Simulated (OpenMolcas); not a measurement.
Computed levels of 5s2 5p2 in ions with 50 electrons, in cm-1 above 3P0.

- Program: OpenMolcas 26.06
- Method: XMS-RASPT2, IPEA 0.25 Eh, imaginary shift 0.1 Eh
- Basis: ANO-RCC-VTZP
- Scalar Hamiltonian: DKH2, point nucleus
- Spin-orbit coupling: state interaction with AMFI integrals over the reference wave functions, term energies averaged over their components

Active space for each ion: 4 electrons in 9 orbitals (RAS2 5s 5p; RAS3 5d, at most 2 electrons); closed shells correlated by CASPT2: 4d.

```
Level    Sb+    I3+   Xe4+
  3P1   2570   5890   7780
  3P2   5030   9880  12440
  1D2  12290  20750  25570
  1S0  24070  36550  43100
```

Task: Estimate 3P2, 1D2, 1S0 for Te2+ from its neighbours Sb+ and I3+.

Result: 3P2 is fine structure, which grows about as the fourth power of a screened charge, so the fourth roots are averaged: ((5030^0.25 + 9880^0.25) / 2)^4 = 7151. The calculation gives 7310, so the estimate is off by -2.2 %; the measured value is 8167 (the list in Zhang, Palmeri, Quinet and Biemont, Astron. Astrophys. 551, A136 (2013)).
1D2 is another term, which grows about linearly with the charge: (12290 + 20750) / 2 = 16520. The calculation gives 16220, so the estimate is off by +1.8 %; the measured value is 17360 (the list in Zhang, Palmeri, Quinet and Biemont, Astron. Astrophys. 551, A136 (2013)).
1S0 is another term, which grows about linearly with the charge: (24070 + 36550) / 2 = 30310. The calculation gives 30180, so the estimate is off by +0.4 %; the measured value is 30398 (the list in Zhang, Palmeri, Quinet and Biemont, Astron. Astrophys. 551, A136 (2013)).

Mixed levels, with the weight of the term that names them: Xe4+ 3P2 (72 %), Xe4+ 1D2 (72 %).

CASPT2 does not keep the components of a term degenerate, so their means are used; among the terms shown or strongly mixed into the levels shown the widest spread is 40 cm-1 (5s2 5p2 1D, Te2+). The run also gave levels led by 5s2 5p 5d, which use shells meant for correlation; these and all levels above them are left out (holds for Sb+). Some terms miss by over 15 % even with CASPT2, which points to a basis or an active space too small for the shells correlated (holds for Sb+). The run also gave levels led by 5s 5p2 5d, 5s2 5p 5d, which use shells meant for correlation; these and all levels above them are left out (holds for Te2+; I3+). Active for correlation alone: 5d; no level in the range computed is led by a configuration that fills it, so any true level of that kind is missing (holds for Xe4+). Computed and measured levels are paired by configuration, term and J; levels that our copy of the source lacks, or whose pairing is in doubt (as where it misses far off the trend of its configuration), stay unpaired and out of the deviations. Only configurations of the active space appear.
